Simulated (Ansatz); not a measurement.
Consider the redistribution: `O=C[SiH2][SiH2][SiH3]` + `[AlH2][SH]` → `[SiH3]S` + `O=C[SiH2][SiH2][AlH2]`.

Gas-phase electronic energies from Ansatz, PBE0-D4/def2-TZVP geometries. CBS: MP2 limit from def2 TZ/QZ plus the TZ coupled-cluster correction, frozen cores. This one scheme is used for every species. DFT in def2-TZVPP. One conformer a species, not always the lowest.

`O=C[SiH2][SiH2][SiH3]`:

Z-matrix (Å, degrees):
```
Si
C 1 1.932
Si 1 2.336 2 107.5
H 1 1.490 2 108.8 3 125.4
H 1 1.491 2 105.6 3 -119.1
O 2 1.206 1 121.3 3 21.9
H 2 1.116 1 119.6 3 -159.3
Si 3 2.343 1 110.1 2 -39.6
H 3 1.490 1 108.9 2 81.8
H 3 1.490 1 108.3 2 -160.8
H 8 1.486 3 110.0 1 -40.1
H 8 1.482 3 110.6 1 82.0
H 8 1.490 3 108.7 1 -158.6
```

`[AlH2][SH]`:

Cartesian coordinates in Å:
```
Al 0.244 0.069 0.600
S 0.122 -0.730 -1.426
H 1.417 -0.478 1.504
H -0.824 1.137 1.065
H -0.959 0.002 -1.743
```

`[SiH3]S`:

```xyz
6

Si   -0.218    0.398   -0.269
S     0.087   -1.627    0.342
H    -0.642    1.255    0.867
H    -1.298    0.331   -1.282
H     1.009    0.977   -0.874
H     1.063   -1.334    1.217
```

`O=C[SiH2][SiH2][AlH2]`:

```xyz
12

O     3.333    1.125    0.032
C     2.307    1.205    0.656
Si    0.982   -0.195    0.687
Si   -0.781    0.401   -0.740
Al   -2.489   -1.349   -0.658
H     2.076    2.140    1.222
H     1.621   -1.472    0.277
H     0.467   -0.310    2.081
H    -1.282    1.720   -0.253
H    -0.193    0.600   -2.096
H    -2.434   -2.564   -1.676
H    -3.607   -1.300    0.467
```

```csv
level,ΔE (kJ/mol),difference from CCSD(T)/CBS
PBE-D4,59.3,-5.7
r2SCAN-D4,63.1,-1.9
ωB97M-V,67.4,2.4
B2PLYP,62.9,-2.1
HF/def2-TZVPP,62.2,-2.8
MP2/def2-TZVPP,65.9,0.9
HF/def2-QZVPP,61.1,-3.9
MP2/def2-QZVPP,65.4,0.4
SCS-MP2/def2-QZVPP,63.8,-1.2
HF/CBS(def2),60.9,-4.1
CCSD(T)/CBS,65.0,0
```

Largest T1 diagnostic among the species: 0.016.

In def2-TZVPP, CCSD(T) changes the Hartree–Fock value by +3.0 kJ/mol (the triples alone add +0.5 kJ/mol) and MP2 by +3.7 kJ/mol. The D4 term adds +5.5 kJ/mol with B3LYP and +3.1 kJ/mol with PBE0; it sums over pairs of atoms, weighted by their polarisabilities, and B3LYP, whose exchange is more repulsive, gets the larger term.

B3LYP here is the variant with VWN-RPA as its local correlation; programs differ in this.
